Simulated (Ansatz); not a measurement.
Molecule: C4H5GeO, charge -1, multiplicity 1. It need not be the lowest isomer of its formula. Whether it binds its extra electron was not tested at this geometry. 
Structure (B3LYP-D3(BJ)/def2-TZVP (Ansatz, a program for electronic structure) minimum search):
```xyz
11

Ge     1.4892     0.1635     0.0646
C     -0.4107     0.0226    -0.0175
C     -1.3881     0.9786    -0.0554
C     -2.6269     0.2769    -0.1116
C     -2.4185    -1.1010    -0.1085
O     -1.0058    -1.2185    -0.0484
H      1.9180     1.6536     0.0895
H      2.1289    -0.4980     1.3196
H      2.2343    -0.4874    -1.1366
H     -1.2175     2.0468    -0.0434
H     -3.6049     0.7387    -0.1515
```
Charge -1, spin multiplicity 1.

Total electronic energies in hartree. Correlated levels leave the core frozen unless marked. Spin-orbit coupling is left out. Frozen are the shells of the preceding noble gas and the d and f shells that filled before the atom's block. No relativistic terms. Basis-set limits of correlation are two-point, X^-3; Hartree-Fock from the larger set. The bracket is a focal-point correction in the basis named.

```csv
level,program,energy (Eh)
RI-HF/cc-pVTZ,Ansatz,-2304.62846
SVWN5/def2-TZVPD,Ansatz,-2302.59252
PBE-D3(BJ)/def2-TZVPD,Ansatz + dftd3,-2307.10361
BLYP-D3(BJ)/def2-TZVPD,Ansatz + dftd3,-2307.68659
revPBE-D4/def2-TZVPD,Ansatz + dftd4,-2307.49839
B97M-V/def2-TZVPD,Ansatz,-2307.28807
BHLYP-D3(BJ)/def2-TZVPD,Ansatz + dftd3,-2307.53422
BHLYP/def2-TZVPD,Ansatz,-2307.52050
B2GP-PLYP/def2-TZVPD,Ansatz,-2306.88659
"MP2/CBS(aug-cc-pVTZ,aug-cc-pVQZ)",Ansatz,-2305.7715
RI-MP2/aug-cc-pVTZ,Ansatz,-2305.65520
RI-MP2/cc-pVTZ,Ansatz,-2305.62656
SCS-MP2/STO-3G,Ansatz,-2278.22270
SCS-MP2/6-31G*,Ansatz,-2304.95453
SCS-MP2/aug-cc-pVTZ,Ansatz,-2305.64132
CCSD/6-31G*,Ansatz,-2305.01279
CCSD/aug-cc-pVDZ,Ansatz,-2305.40439
CCSD/aug-cc-pVQZ,Ansatz,-2305.74002
CCSD(T)/6-31G*,Ansatz,-2305.04808
CCSD(T)/aug-cc-pVTZ,Ansatz,-2305.73399
"RI-MP2/CBS(aug-cc-pVTZ,aug-cc-pVQZ)+[CCSD(T)-MP2]/aug-cc-pVDZ",Ansatz,-2305.8502
"RI-MP2/CBS(aug-cc-pVTZ,aug-cc-pVQZ)+[CCSD(T)-MP2]/aug-cc-pVQZ",Ansatz,-2305.8413
"CCSD(T)/CBS(aug-cc-pVTZ,aug-cc-pVQZ)",Ansatz,-2305.8357
```

Totals of different functionals don't rank their quality; only differences between species are comparable.
